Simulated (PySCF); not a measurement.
A structure optimised at PBE-D3(BJ)/def2-SVP, used in a PySCF frequency run:

```xyz
10

C      2.8118    -0.2529     0.0000
C      1.5758     0.1952     0.0000
C      0.3295     0.6248     0.0000
C     -0.8545    -0.2996     0.0000
F     -1.6339    -0.0581     1.1019
F     -1.6339    -0.0581    -1.1019
H      3.3514    -0.4452     0.9432
H      3.3514    -0.4452    -0.9432
H      0.0920     1.7042     0.0000
H     -0.5607    -1.3734     0.0000
```

### Question
Write its SMILES, formula and point group.

### Answer
C=C=CC(F)F, C4H4F2, Cs

### Question
What are its rotational constants (standard atomic weights)?

### Answer
8.3875, 1.8674, 1.6503 GHz
